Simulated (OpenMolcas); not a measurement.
Au6+ among 6 point charges of -1 e arranged as a trigonal prism (D3h), 2.09 Å from the ion, with a polar angle of 45.7° against the regular 49.1°.

- Program: OpenMolcas
- Method: SS-CASPT2, IPEA 0.25 Eh, imaginary shift 0.1 Eh (closed shells correlated: 4f 5s 5p)
- Basis: ANO-RCC-VDZP [7s6p4d2f]
- Scalar Hamiltonian: DKH2, point nucleus
- Active space: 5 electrons in 5 orbitals (5d)
- State averaging: 2S+1 = 6 even, 1 root; 2S+1 = 4 even, 24 roots; 2S+1 = 2 even, 75 roots
- Spin-orbit coupling: state interaction with AMFI integrals over the reference wave functions

Problem. What is the spin-free ground state (labels of D3, the rotations of D3h)?

Solution. 6A1, 1-fold in its orbital part, 100 % from free-ion S terms; it has the highest spin that d5 allows.

Problem. What are the lowest two levels with spin-orbit coupling?

Solution. A 2-fold level E1/2 with g = 0.00, 0.00, 9.34, then a 2-fold level E3/2 410 cm-1 above it. Their leading multiplicities are 6 (73 %) and 6 (76 %).

Problem. What is χT at 300 K?

Solution. 3.60 cm3 K/mol.

Roots that are degenerate in the reference are averaged as groups; the widest CASPT2 spread within a group is 27 cm-1 (the 2-fold group of multiplicity 4 near 30400 cm-1 above the lowest state of its run). Shifts and gaps below about the spread of the groups concerned are not significant. Point charges give a weaker field than real ligands, and real ions of this kind are as a rule low spin; the high spin found here belongs to the model. Free-ion shares, where given, are those of the reference states; single-state CASPT2 does not remix them. This is an electrostatic model: the charges have no orbitals. No measured value stands beside these numbers.
